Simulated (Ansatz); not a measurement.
Ideal-gas functions of CH$_{3}$F$_{3}$SSi, SMILES `CS[Si](F)(F)F` at 500 K and 1 bar, from an Ansatz frequency run at PBE0-D4/def2-TZVP.

Molar mass 132.18 g/mol, point group Cs (symmetry number 1), electronic degeneracy 1, moments of inertia 150.919, 288.35, 316.538 u Å². Harmonic wavenumbers (cm⁻¹, unscaled): 48, 114, 126, 214, 238, 328, 337, 358, 566, 717, 867, 966, 981, 991, 997, 1354, 1471, 1477, 3077, 3175, 3176.

Use S(trans) = R[1.5 ln M + 2.5 ln T − 1.1517]; rotational temperatures θ = 24.2544 K / I; S(rot) = R[ln(√π/σ · √(T³/θAθBθC)) + 1.5]; for each mode x = 1.438777 ν̃/T, S = R[x/(eˣ − 1) − ln(1 − e⁻ˣ)] and H = RT x/(eˣ − 1); 1 cm⁻¹ = 0.0119627 kJ/mol; R = 8.31446 J/(mol·K).

**Question.** By hand: the entropy, in J/(mol·K).

**Answer.** Translation 180.5. Rotation: θ = 0.1607, 0.0841, 0.0766 K, giving 123.3. Vibration, mode by mode: 24.78, 17.62, 16.80, 12.48, 11.62, 9.10, 8.89, 8.43, 5.12, 3.63, 2.58, 2.06, 1.99, 1.95, 1.92, 0.84, 0.64, 0.63, 0.01, 0.01, 0.01, in all 131.1. Electronic 0.0. Sum 434.9 J/(mol·K).

**Question.** By hand: H − E and G − E in kJ/mol, counted from the electronic energy.

**Answer.** Zero-point energy ½ × 21578 × 0.0119627 = 129.1; thermal vibration 31.7; translation, rotation and pV give 4 RT = 16.6. H − E = 177.4 kJ/mol, and G − E = 177.4 − 500 × 434.9/1000 = -40.0 kJ/mol.

Vibration gives 30 % of the entropy, 59.2 J/(mol·K) of it from the modes under 150 cm⁻¹: soft modes count most, and the harmonic formula is weakest for them. The sum counts one conformer and one mirror image; others add a mixing term.
